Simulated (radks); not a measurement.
Results of a calculation; reference values are marked as such.
Problem. Neutral aluminium, 13 electrons, occupied as [Ne] 3s2 3p1 (the NIST ground configuration). Code: a radial shooting solver on a logarithmic mesh with Libxc functionals. Model: scalar-relativistic Kohn-Sham, r2SCAN, spin-polarised, spherical densities, finite nucleus; open shells are filled with parallel spins first; meta-GGA in the generalised Kohn-Sham scheme; Fermi nuclear charge, rms radius 3.061 fm. Some entries of the table are withheld. Estimate them.

orbital  occ.  eigenvalue (eV)  <r> (bohr)
1s up       1        -1521.413      0.1202
1s down     1        -1521.351      0.1202
2s up       1        -111.7279      0.6232
2s down     1        -111.6806      0.6234
2p up       3              (1)         (2)
2p down     3              (3)         (4)
3s up       1              (5)       2.591
3s down     1              (6)       2.548
3p up       1          -3.0571       3.367
3p down     0          -2.0005       3.241

Solution. 
(1) 2p up eigenvalue (eV): -71.4421
(2) 2p up <r> (bohr): 0.6019
(3) 2p down eigenvalue (eV): -71.3579
(4) 2p down <r> (bohr): 0.6020
(5) 3s up eigenvalue (eV): -8.3617
(6) 3s down eigenvalue (eV): -7.3873
